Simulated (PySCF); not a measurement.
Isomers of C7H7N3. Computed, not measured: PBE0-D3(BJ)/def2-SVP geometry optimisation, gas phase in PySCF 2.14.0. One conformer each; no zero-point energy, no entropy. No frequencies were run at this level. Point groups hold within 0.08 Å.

Question: Order them by energy at this level, lowest first, and give relative energies in kcal/mol.
A. `[N:1]#[C:2][c:3]1[cH:4][cH:5][n:6][n:7]1[CH:8]1[CH2:9][CH2:10]1` with N6–N7–C8–C9 29°
B. `CN(C)C(=C=CC#N)C#N`

Answer: A (0.0), B (40.2).

As drawn, the lower has an aromatic ring, a three-membered ring and an N–N linkage, which the higher lacks; the higher has cumulated double bonds and a C=C bond outside aromatic rings, which the lower lacks.

```csv
SMILES,E (Eh),E rel (kcal/mol),dipole (D),point group,"A, B, C (MHz)"
N#Cc1ccnn1C1CC1,-434.34168,0.0,2.35,near Cs,"1955, 1294, 829.6"
CN(C)C(=C=CC#N)C#N,-434.27756,40.2,5.48,C1,"1932, 806.6, 627.5"
```
